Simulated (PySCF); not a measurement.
Interval between two levels of Pt by level of theory

Pt [Xe] 4f14 5d9 6s1 [3D3, M_J = 3] → Pt [Xe] 4f14 5d8 6s1 6p1 [5G6, M_J = 6], as a difference of total energies. Computed with PySCF 2.14 in x2c-TZVPall-2c, with the two-component X2C-1e Hamiltonian. Correlated levels: [Kr] 4d10 4f14 frozen; the 34 highest virtual spinors dropped. "Screened" scales the spin-orbit matrix elements by Boettger's factors to mimic the two-electron term; Breit and QED terms are absent.

| method | interval between two levels (cm⁻¹) |
| --- | --- |
| GHF (screened spin-orbit) | 23711 |
| GMP2 (screened spin-orbit) | 34562 |

Errors of the correlated levels include the incompleteness of this basis and the frozen core.

The labels give the starting determinants; with spin-orbit coupling the two ends relaxed to ⟨J²⟩ = 12.04, ⟨L²⟩ = 6.20, ⟨S²⟩ = 2.18 and ⟨J²⟩ = 42.02, ⟨L²⟩ = 20.43, ⟨S²⟩ = 6.07.

For comparison: 36782 cm⁻¹ (measured; NIST Handbook of Basic Atomic Spectroscopic Data (Sansonetti and Martin, J. Phys. Chem. Ref. Data 34, 1559 (2005))).
